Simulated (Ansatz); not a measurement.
Calculated with Ansatz (gas phase, PBE0-D4/def2-TZVP geometries, no zero-point term in ΔE). CCSD(T)/CBS is the MP2 limit (def2-TZVPP, def2-QZVPP) plus CCSD(T) − MP2 in def2-TZVPP, frozen cores. This one scheme is used for every species. Each species was taken in one conformer, which may not be the lowest.

`N[SiH]1[SiH2]O[SiH2]1` + H₂ → `O1[SiH2][SiH2][SiH2]1` + NH₃  (hydrogenolysis of the Si–N bond)

`N[SiH]1[SiH2]O[SiH2]1`:

```xyz
12

N    -0.001    1.049    2.031
Si   -0.609    0.159    0.694
Si    0.490   -1.612   -0.441
O     0.374   -0.723   -1.858
Si   -0.175    0.823   -1.532
H    -0.366    0.885    2.954
H     0.958    1.353    2.061
H    -2.038   -0.138    0.990
H     1.920   -1.862   -0.097
H    -0.168   -2.935   -0.624
H    -1.296    1.173   -2.445
H     0.909    1.827   -1.733
```

H₂:

```xyz
2

H    -0.337   -0.072    0.144
H     0.337    0.072   -0.144
```

`O1[SiH2][SiH2][SiH2]1`:

```xyz
10

O     0.073    0.336   -1.479
Si    1.329    0.491   -0.383
Si   -0.066   -0.305    1.340
Si   -1.276   -0.249   -0.680
H     1.785    1.904   -0.304
H     2.482   -0.357   -0.784
H    -0.459    0.649    2.410
H     0.246   -1.635    1.925
H    -1.708   -1.548   -1.262
H    -2.405    0.713   -0.782
```

NH₃:

Z-matrix (Å, degrees):
```
N
H 1 1.013
H 1 1.013 2 107.1
H 1 1.013 2 107.1 3 -114.5
```

```csv
level,ΔE (kJ/mol)
SCS-MP2/def2-TZVPP,12.2
MP2/CBS(def2),18.6
```

Task: What does CCSD(T)/CBS give? (Best estimate.)

Result: Computed: +12.0 kJ/mol. The listed levels differ from it by 0.2, 6.6 kJ/mol.

Task: What do rigid-rotor, harmonic-oscillator terms from PBE0-D4/def2-TZVP frequencies (298.15 K, 1 bar) make of the CCSD(T)/CBS value? (Estimate.)

Result: The calculation gave: ΔZPE = +16.2 kJ/mol, ΔH = +24.6 kJ/mol, ΔS = 17 J/(mol·K), ΔG = +19.4 kJ/mol.

Largest T1 diagnostic among the species: 0.014.

At CCSD(T), def2-SVP lies −15.7 kJ/mol from the extrapolated value and def2-TZVPP −3.1 kJ/mol. In def2-TZVPP, CCSD(T) changes the Hartree–Fock value by +9.4 kJ/mol (the triples alone add +2.9 kJ/mol) and MP2 by +16.0 kJ/mol. Leaving LDA and LC-ωPBE aside and taking each functional with its dispersion term where it has one, the values, not all of them listed here, spread over 9.1 kJ/mol, from B97M-V to BLYP-D4. LDA lies +6.9 kJ/mol from PBE without D4.
